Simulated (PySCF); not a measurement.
Method: B3LYP-D3(BJ)/def2-TZVP // PBE-D3(BJ)/def2-SVP in PySCF. All species are isolated molecules in the gas phase. B3LYP has the VWN-RPA correlation part, as in Gaussian. 

Reference species: [Co(NH3)4]2+ (excited doublet) (charge +2, multiplicity 2).

coordination number: 4
mean distance from the central atom to its bonded neighbours: 1.989 Å

Changed species: [Rh(NH3)4]2+ (M = Rh, multiplicity 2; the reference has M = Co, multiplicity 2).

What does the change do to the coordination number and mean distance from the central atom to its bonded neighbours?

the coordination number is nearly the same; the mean distance from the central atom to its bonded neighbours increases by 0.128 Å, to 2.117 Å.
